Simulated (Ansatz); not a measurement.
Two members of one family (Series SnH3X), computed with Ansatz in the gas phase; def2 core potentials for Sn, no spin–orbit coupling. The two geometries come from different levels. Binding counts from free atoms in the multiplicity of their measured ground term, without zero-point energy. A dash marks a value that wasn't run or was left out as unsound. The structures are stationary points that may keep the symmetry of their start. Remarks come from the PBE and PBE0 runs and from stability tests at other levels; not every state was tested. HOMO above LUMO (over both spins in singlets and doublets, within one spin in higher multiplets; at PBE or PBE0), or a gap under 0.15 eV within one spin, warns that the state may not be the lowest or that an electron is smeared out.

First: SnClH3 (singlet, charge 0, PBE0-D4/def2-TZVP geometry).

```xyz
5

Sn    0.0225    0.0975   -0.1532
Cl   -0.2639   -1.1459    1.8001
H    -0.1992   -0.9884   -1.4420
H     1.6026    0.7209   -0.0895
H    -1.1621    1.3159   -0.1153
```

```csv
level,HOMO (eV),LUMO (eV),gap (eV),vertical IE (eV),vertical triplet (eV),binding per atom (eV)
PBE-D4/def2-SVP,-7.02,-1.45,5.56,–,–,2.32
PBE-D4/def2-TZVP,-7.27,-1.70,5.58,–,–,2.35
r2SCAN-D4/def2-TZVP,-7.62,-1.36,6.26,10.78,5.88,2.38
PBE0-D4/def2-SVP,-8.43,-0.62,7.81,–,–,2.31
PBE0-D4/def2-TZVP,-8.63,-0.87,7.77,10.92,6.01,2.34
```

Remarks: gap within one spin near zero at PBE or PBE0 (+1 doublet), HOMO above LUMO (+1 doublet), gap within one spin near zero at PBE or PBE0 (triplet), HOMO above LUMO (triplet).

Second: SnBrH3 (singlet, charge 0, r2SCAN-D4/def2-TZVP geometry).

| atom | x (Å) | y (Å) | z (Å) |
| --- | --- | --- | --- |
| Sn1 | 0.111 | 0.093 | 0.153 |
| Br2 | -1.204 | -1.007 | -1.651 |
| H3 | -0.238 | -0.754 | 1.584 |
| H4 | -0.414 | 1.708 | 0.210 |
| H5 | 1.745 | -0.040 | -0.296 |

Task: What does the change do? Estimate second minus first.

Result: 
| level | Δ HOMO (eV) | Δ LUMO (eV) | Δ gap (eV) | Δ vertical IE (eV) | Δ vertical triplet (eV) | Δ binding per atom (eV) |
| --- | --- | --- | --- | --- | --- | --- |
| PBE-D4/def2-SVP | 0.32 | -0.26 | -0.58 | – | – | -0.08 |
| PBE-D4/def2-TZVP | 0.38 | -0.22 | -0.60 | – | – | -0.09 |
| r2SCAN-D4/def2-TZVP | 0.40 | -0.26 | -0.66 | -0.44 | -0.51 | -0.08 |
| PBE0-D4/def2-SVP | 0.42 | -0.28 | -0.70 | – | – | -0.08 |
| PBE0-D4/def2-TZVP | 0.48 | -0.23 | -0.70 | -0.51 | -0.57 | -0.08 |

Remarks: gap within one spin near zero at PBE or PBE0 (+1 doublet), HOMO above LUMO (+1 doublet), gap within one spin near zero at PBE or PBE0 (triplet), HOMO above LUMO (triplet).
